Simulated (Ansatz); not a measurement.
Cost and result up the ladder for the cluster Sn₅Au (6 atoms). The state is a doublet with charge 0. Geometry: PBE-D4/def2-SVP.

Cartesian coordinates in Å:
```
Au 0.7221 -0.2104 2.1028
Sn -1.1052 -0.2623 -1.8538
Sn 1.0553 1.5933 -1.3732
Sn -1.3693 -1.5782 0.6401
Sn 1.6288 -1.1139 -0.3316
Sn -0.9317 1.5715 0.8157
```

Ansatz on 6 threads of Intel Xeon on a shared host. Times are rough, and most runs start from the orbitals of an earlier one. PBE0-D4/def2-TZVP serves as the yardstick here, not as an exact answer. Differences are given only for rows in sets of like size (and for xTB, whose basis is part of the method), since another set adds its own error. Binding counts from free atoms at the same level (Au doublet, Sn triplet; other spins of the atoms weren't run), without zero-point energy or a counterpoise term.

In the def2 sets Au, Sn take a core potential; there is no spin–orbit coupling. HSE06 is defined as in plane-wave codes, on full-range PBE exchange. No other spin state of charge 0 was run. The structure comes from a short search, and lower isomers may exist.

Run but left out: MP2/def2-TZVP (⟨S²⟩ 0.95, where a pure state has 0.75).

| level | functions | wall time | binding energy per atom (eV) | difference from PBE0-D4/def2-TZVP (eV) |
| --- | --- | --- | --- | --- |
| PBE-D4/def2-SVP | 162 | 7 s | 2.60 | – |
| revPBE-D4/def2-TZVP | 290 | 13 s | 2.46 | -0.01 |
| PBE0-D4/def2-SVP | 162 | 14 s | 2.42 | – |
| PBE-D4/def2-TZVP | 290 | 15 s | 2.64 | 0.17 |
| r2SCAN-D4/def2-TZVP | 290 | 30 s | 2.52 | 0.05 |
| HSE06-D4/def2-TZVP (with forces) | 290 | 42 s | 2.48 | 0.01 |
| PBE0-D4/def2-TZVP | 290 | 47 s | 2.47 | 0.00 |
